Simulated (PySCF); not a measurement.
Si(H)(Cl)2(OH) (Cl2H2OSi), SMILES O[SiH](Cl)Cl. Heavy atoms are numbered as in [SiH:1]([OH:2])([Cl:3])[Cl:4]. Hydrogens are named by the atom that carries them.

Geometry: PBE0-D3(BJ)/def2-SVP. The values are those of a single conformer.

All values below come from ωB97X/def2-TZVPD (PySCF).

Mulliken values depend strongly on the basis, most of all with diffuse functions as here. Atomic charges (e), one atom of each kind:

```csv
atom,IAO,Mulliken
Si1 (SiH),1.20,0.66
O2 (OH),-0.79,-0.39
Cl3,-0.33,-0.24
H on Si1,-0.14,-0.09
H on O2,0.38,0.31
```
